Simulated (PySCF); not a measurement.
## Charge-transfer reorganisation: `C(C)[C@@H](C)/P=C/C(C)C`, C8H17P

Molfile (atoms numbered from 1):
```
C8H17P
     RDKit          3D

 26 25  0  0  0  0  0  0  0  0999 V2000
   -2.7671    1.4404   -0.1578 C   0  0  0  0  0  0  0  0  0  0  0  0
   -2.8480   -0.0856   -0.2855 C   0  0  0  0  0  0  0  0  0  0  0  0
   -1.6038   -0.8398    0.2305 C   0  0  1  0  0  0  0  0  0  0  0  0
   -1.8657   -2.3567    0.2948 C   0  0  0  0  0  0  0  0  0  0  0  0
   -0.1037   -0.5124   -0.8781 P   0  0  0  0  0  0  0  0  0  0  0  0
    1.1001   -0.0699    0.2064 C   0  0  0  0  0  0  0  0  0  0  0  0
    2.5205    0.2601   -0.1834 C   0  0  0  0  0  0  0  0  0  0  0  0
    3.5072   -0.7094    0.5002 C   0  0  0  0  0  0  0  0  0  0  0  0
    2.8566    1.7234    0.1731 C   0  0  0  0  0  0  0  0  0  0  0  0
   -2.6068    1.7411    0.8858 H   0  0  0  0  0  0  0  0  0  0  0  0
   -1.9426    1.8538   -0.7511 H   0  0  0  0  0  0  0  0  0  0  0  0
   -3.6947    1.9122   -0.5033 H   0  0  0  0  0  0  0  0  0  0  0  0
   -3.7230   -0.4474    0.2751 H   0  0  0  0  0  0  0  0  0  0  0  0
   -3.0285   -0.3586   -1.3360 H   0  0  0  0  0  0  0  0  0  0  0  0
   -1.3673   -0.4781    1.2413 H   0  0  0  0  0  0  0  0  0  0  0  0
   -1.0160   -2.8959    0.7287 H   0  0  0  0  0  0  0  0  0  0  0  0
   -2.0501   -2.7736   -0.7040 H   0  0  0  0  0  0  0  0  0  0  0  0
   -2.7510   -2.5684    0.9101 H   0  0  0  0  0  0  0  0  0  0  0  0
    0.8966   -0.0049    1.2804 H   0  0  0  0  0  0  0  0  0  0  0  0
    2.6254    0.1413   -1.2711 H   0  0  0  0  0  0  0  0  0  0  0  0
    4.5409   -0.4717    0.2188 H   0  0  0  0  0  0  0  0  0  0  0  0
    3.3041   -1.7474    0.2144 H   0  0  0  0  0  0  0  0  0  0  0  0
    3.4325   -0.6390    1.5936 H   0  0  0  0  0  0  0  0  0  0  0  0
    2.7577    1.8972    1.2529 H   0  0  0  0  0  0  0  0  0  0  0  0
    3.8890    1.9631   -0.1119 H   0  0  0  0  0  0  0  0  0  0  0  0
    2.1873    2.4200   -0.3435 H   0  0  0  0  0  0  0  0  0  0  0  0
  1  2  1  0
  2  3  1  0
  3  4  1  0
  3  5  1  0
  5  6  2  0
  6  7  1  0
  7  8  1  0
  7  9  1  0
  1 10  1  0
  1 11  1  0
  1 12  1  0
  2 13  1  0
  2 14  1  0
  3 15  1  1
  4 16  1  0
  4 17  1  0
  4 18  1  0
  6 19  1  0
  7 20  1  0
  8 21  1  0
  8 22  1  0
  8 23  1  0
  9 24  1  0
  9 25  1  0
  9 26  1  0
M  END
```

The calculation used PySCF 2.14.0, UKS B3LYP/6-31+G* four-point reorganisation energy, gas phase. Geometry: B3LYP/6-31+G*.

The conformer changes in this relaxation, which adds to the reorganisation energy.

(1) What is the inner reorganisation energy for hole transfer, with the ionisation energy?

Answers

(1) λ = 0.371 (surface of the oxidised species) + 0.509 (surface of the starting species) = 0.880 eV. The ionisation energy is 8.61 eV vertical and 8.23 eV adiabatic without zero-point energy; at the relaxed geometry of the oxidised species the two energies differ by 7.73 eV. Largest bond changes: P5–C6 1.680 → 1.726 Å, C6–C7 1.509 → 1.484 Å, C7–C8 1.543 → 1.563 Å, C7–C9 1.543 → 1.552 Å, C2–C3 1.544 → 1.536 Å. ⟨S²⟩ of the relaxed oxidised species 0.762.
